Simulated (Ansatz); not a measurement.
`C[Si](C)(P)Cl` + HCl → `C[Si](C)(Cl)Cl` + PH₃ at 500 K and 1 bar (cleavage of the Si–P bond).

Gas-phase electronic energies from Ansatz, PBE0-D4/def2-TZVP geometries. CCSD(T)/CBS is the MP2 limit (def2-TZVPP, def2-QZVPP) plus CCSD(T) − MP2 in def2-TZVPP, frozen cores. This one scheme is used for every species. Each species was taken in one conformer, which may not be the lowest.

| species | CCSD(T)/CBS energy (Eh) | H − E (kJ/mol) | S (J/(mol·K)) |
| --- | --- | --- | --- |
| `C[Si](C)(P)Cl` | -1170.80528 | 304.5 | 467.9 |
| HCl | -460.38127 | 32.5 | 201.9 |
| `C[Si](C)(Cl)Cl` | -1288.49641 | 254.4 | 429.3 |
| PH₃ | -342.72256 | 81.5 | 231.4 |

H − E and S are ideal-gas, rigid-rotor, harmonic terms from PBE0-D4/def2-TZVP, for one conformer and one mirror image of each species. 1 Eh = 2625.50 kJ/mol, R = 8.31446 J/(mol·K).

Task: By hand: ΔE, ΔH, ΔS and ΔG.

Result: ΔE = (-1288.49641) + (-342.72256) − (-1170.80528) − (-460.38127) = -0.03242 Eh = -85.1 kJ/mol. Δ(H − E) = 254.4 + 81.5 − 304.5 − 32.5 = -1.1, so ΔH = -86.2 kJ/mol. ΔS = 429.3 + 231.4 − 467.9 − 201.9 = -9.1 J/(mol·K). ΔG = -86.2 − 500 × (-9.1)/1000 = -81.7 kJ/mol.

Task: By hand: the equilibrium constant, and the temperature at which ΔG would vanish if ΔH and ΔS stayed fixed.

Result: log₁₀ K = −ΔG/(RT ln 10) = 8.5. ΔG = 0 at ΔH/ΔS = 9473 K, far beyond where these terms or the molecules hold.

The number of gas molecules stays the same, so ΔS is small and ΔH decides. A doubt of 5 kJ/mol in ΔE shifts log₁₀ K by 0.5 here. Other conformers and mirror images would add mixing entropy, several J/(mol·K) or more a flexible species. These are equilibria of isolated gas molecules and say nothing of rates. Largest T1 diagnostic: 0.013 (customary marks: 0.02 for closed shells, 0.045 for open ones).
